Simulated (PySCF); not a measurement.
Zn(Br)(NMe2) (C₂H₆BrNZn), SMILES C[N](C)[Zn][Br].

The structure is a stationary point at B3LYP-D3(BJ)/def2-SVP. The structure was generated by enumeration; whether it is a known compound was not checked. Other conformers were not sampled.

Two levels are set side by side: TDA-PBE/def2-SVPD (PySCF) and TDA-ωB97X/def2-SVPD (PySCF). Vertical, same geometry. The lowest singlet is HOMO→LUMO 99 % with PBE and HOMO→LUMO 91 % with the other functional; states are paired by order. Differences are taken from unrounded values.

```tsv
quantity	TDA-PBE
lowest singlet excitation (eV)	3.10
lowest triplet excitation (TDA) (eV)	2.73
first bright state (f over 0.05) (eV)	4.62
its oscillator strength	0.09
```

Task: These are the TDA-PBE values. What does TDA-ωB97X give? (The exact figures need the calculation; the answer reports its results.)

Result: 
```
quantity                               TDA-ωB97X  TDA-PBE minus TDA-ωB97X
-------------------------------------  ---------  -----------------------
lowest singlet excitation (eV)              4.31                    -1.21
lowest triplet excitation (TDA) (eV)        3.96                    -1.23
first bright state (f over 0.05) (eV)       5.72                    -1.10
its oscillator strength                     0.10                    -0.01
```

Functionals without exact exchange tend to place singlet excitations lower, as here. Differences between two approximate levels are no errors against the true value.

Rough cost on one machine, each run with all the roots and properties that it gave: TDA-ωB97X against TDA-PBE about 4 times.
